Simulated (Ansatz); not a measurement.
Total energies of H3Au3⁺ (the lowest doublet isomer of a short search) from Ansatz at PBE-D4/def2-TZVP, gas phase (1 Eh = 27.2114 eV = 2625.5 kJ/mol). The reference geometry is relaxed at PBE0-D4/def2-TZVP.

```csv
atom,x (Å),y (Å),z (Å)
Au1,0.580,0.687,-1.941
Au2,-0.447,-0.270,0.436
Au3,-0.618,-0.156,3.108
H4,-1.604,-0.261,1.801
H5,2.132,0.742,-2.258
H6,-0.043,-0.741,-1.147
```

```json
{"state": "charge 1 doublet", "geometry": "reference", "energy (Eh)": "-408.85631"}
{"state": "charge 0 singlet", "geometry": "reference", "energy (Eh)": "-409.14535"}
{"state": "charge 1 quartet", "geometry": "relaxed at PBE0-D4/def2-TZVP", "energy (Eh)": "-408.75962"}
```

In the def2 sets Au takes a core potential; there is no spin–orbit coupling.

(1) Work out the vertical electron affinity, to the singlet.

(2) Which of the charge 1 states is lowest, and how far above it are the others?

(1) E(charge 1 doublet) − E(charge 0 singlet) = -408.85631 − (-409.14535) = 0.28904 Eh = 7.87 eV.

(2) The doublet. quartet: -408.75962 − (-408.85631) = 0.09669 Eh = 253.9 kJ/mol. The quartet differs in its bonds from the reference.

The structure comes from a short search, and lower isomers may exist.
